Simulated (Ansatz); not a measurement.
Two isomers of C3H7FGe: A = `C[CH](C)[Ge][F]`, B = `[F][GeH]1[CH2]C[CH2]1`.

Computed with Ansatz on PBE0-D4/def2-TZVP structures; ΔE is electronic, products minus reactants. CBS: MP2 limit from def2 TZ/QZ plus the TZ coupled-cluster correction, frozen cores. DFT in def2-TZVPP. For Ge outer-core shells are correlated without core-valence functions, which leaves a few kJ/mol of doubt a bond. Scalar relativity is left out up to krypton. Each species was taken in one conformer, which may not be the lowest.

(1) Which is lower in electronic energy at CCSD(T)/CBS, and by how much? (Estimate.)

(2) Give E(B) − E(A) in kcal/mol with PBE-D4, CCSD/def2-TZVPP, CCSD(T)/def2-TZVPP, MP2/def2-TZVPP, B2PLYP, r2SCAN-D4, HF/def2-TZVPP. (Estimate.)

Largest T1 diagnostic: 0.013.

Results:

(1) Ansatz gave: A, by 1.9 kcal/mol.

(2) Computed: PBE-D4 3.8, CCSD/def2-TZVPP -0.3, CCSD(T)/def2-TZVPP -0.6, MP2/def2-TZVPP -2.9, B2PLYP 3.4, r2SCAN-D4 0.7, HF/def2-TZVPP 2.9. The order is the other way round with CCSD/def2-TZVPP, CCSD(T)/def2-TZVPP, MP2/def2-TZVPP.

The D4 term adds +0.7 kcal/mol with B3LYP and +0.4 kcal/mol with PBE0; it sums over pairs of atoms, weighted by their polarisabilities, and B3LYP, whose exchange is more repulsive, gets the larger term. From PBE to PBE0 (25 % exact exchange), in def2-TZVPP and without D4, E(B) − E(A) moves by −2.9 kcal/mol.

B3LYP here is the variant with VWN-RPA as its local correlation; programs differ in this.
